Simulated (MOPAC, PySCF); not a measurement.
[Zn(Br)2], neutral singlet in the gas phase. 

Cartesian coordinates (Å):
```xyz
3

Zn     0.0000     0.0000     0.0000
Br     0.8784     0.6458     1.9516
Br    -0.8784    -0.6458    -1.9516
```
Charge 0, spin multiplicity 1.

All levels are single points at this geometry (TPSS-D3(BJ)/def2-SVP); Pople sets use spherical d functions. Orbital energies aren't observables, and empty levels follow the basis.

```
level                                   HOMO (eV)  LUMO (eV)  gap (eV)  dipole (D)  vertical IE, Delta-SCF (eV)
--------------------------------------  ---------  ---------  --------  ----------  ---------------------------
B3LYP-D3(BJ)/def2-TZVP in PySCF             -8.30      -2.17      6.13        0.00                            –
TPSSh-D3(BJ)/def2-TZVP in PySCF             -7.90      -2.22      5.68        0.00                            –
BP86/6-31G* (LANL2DZ on Zn) in PySCF        -7.42      -2.94      4.48        0.00                            –
M06-2X/6-31G* (LANL2DZ on Zn) in PySCF      -9.81      -1.47      8.34        0.00                            –
PBE/6-31G* (LANL2DZ on Zn) in PySCF         -7.31      -2.81      4.50        0.00                            –
HF/STO-3G in PySCF                          -5.34       4.56      9.90        0.00                            –
AM1 in MOPAC                               -11.22      -1.51      9.71        0.00                            –
PM6 in MOPAC                               -11.06      -0.97     10.09        0.00                            –
PM7 in MOPAC                               -10.32       1.36     11.68        0.00                            –
```
